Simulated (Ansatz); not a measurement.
Start from `C[SiH]1BCC1` and change one atom or group to get `S[SiH]1BCC1`.

Ansatz, PBE0-D4/def2-TZVP geometries, multiplicity 1. Each molecule was computed in one conformer, which needn't be the lowest.

```
                                          property  `C[SiH]1BCC1`
size of the dipole moment (ωB97M-V/def2-TZVPP) / D           0.79
             LUMO energy (ωB97M-V/def2-TZVPP) / eV           0.20
               LUMO energy (B3LYP/def2-TZVPP) / eV          -1.92
    size of the dipole moment (PBE/def2-TZVPP) / D           0.93
                HOMO energy (PBE0/def2-TZVPP) / eV          -7.06
                 HOMO energy (PBE/def2-TZVPP) / eV          -5.90
```

(1) What does the change do to each property? (An estimate is asked.)

Results:

(1) Ansatz gave: 
```
                                          property  `S[SiH]1BCC1`  shift
size of the dipole moment (ωB97M-V/def2-TZVPP) / D           1.46   0.67
             LUMO energy (ωB97M-V/def2-TZVPP) / eV          -0.13  -0.33
               LUMO energy (B3LYP/def2-TZVPP) / eV          -2.26  -0.34
    size of the dipole moment (PBE/def2-TZVPP) / D           1.54   0.61
                HOMO energy (PBE0/def2-TZVPP) / eV          -7.18  -0.12
                 HOMO energy (PBE/def2-TZVPP) / eV          -5.98  -0.08
```

With PBE0 the HOMO falls by 0.12 eV and the LUMO falls by 0.35 eV, so the gap narrows by about 0.23 eV. PBE moves the HOMO by -0.08 eV and ωB97M-V by -0.14 eV. Dipoles are sizes alone; their direction can turn.

B3LYP here is the variant with VWN-RPA as its local correlation; programs differ in this.
